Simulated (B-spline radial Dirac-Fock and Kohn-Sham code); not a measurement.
## Sn⁺ 5p1/2: cross section and angular parameters

System: the Sn⁺ ion, configuration 1s2 2s2 2p6 3s2 3p6 3d10 4s2 4p6 4d10 5s2 5p1; threshold 13.34 eV (orbital energy of the model). Method: Dirac-Hartree-Slater photoionisation with a Latter tail; cross sections with all multipoles, angular parameters from the dipole term and its interference with E2. Computed with a radial finite-basis atomic code.

For linearly polarised light dσ/dΩ = σ/(4π) [1 + β P₂(cos θ) + (δ + γ cos²θ) sin θ cos φ], with θ from the polarisation vector and φ the angle between the beam and the projection of the electron momentum on the plane normal to the polarisation.

```csv
hν (eV),σ (kb),β,γ,δ
58.2,14.4,0.562,0.303,-0.032
58.5,14.2,0.549,0.303,-0.032
81.4,6.59,-0.048,0.127,-0.011
121,3.74,0.156,-0.056,0.023
130,?,?,?,?
175,2.66,0.699,0.051,0.026
185,2.53,0.776,0.075,0.025
196,2.40,0.852,0.100,0.024
200,2.36,0.878,0.108,0.023
202,2.34,0.891,0.112,0.023
235,2.04,1.067,0.168,0.019
331,1.45,1.360,0.226,0.009
637,0.649,1.640,0.108,0.000
800,0.464,1.680,0.044,-0.001
887,0.394,1.692,0.020,-0.001
1000,0.324,1.700,-0.003,-0.001
1190,0.241,1.705,-0.021,-0.001
1486.9,0.162,1.699,-0.015,-0.001
1750,0.119,1.688,0.013,-0.001
2000,0.0923,1.675,0.051,0.000
2190,0.0771,1.663,0.085,0.000
2380,0.0651,1.652,0.122,0.001
3420,0.0300,1.587,0.342,0.006
3470,0.0291,1.584,0.353,0.007
4000,0.0210,1.553,0.463,0.011
4310,0.0177,1.535,0.525,0.013
7950,0.00387,1.360,1.122,0.050
9510,0.00240,1.300,1.314,0.067
12000,0.00126,1.217,1.568,0.096
15000,0.000669,1.132,1.812,0.131
```

Question: Give the values at 130 eV.

Answer: σ = 3.48 kb, β = 0.258, γ = -0.050, δ = 0.025.
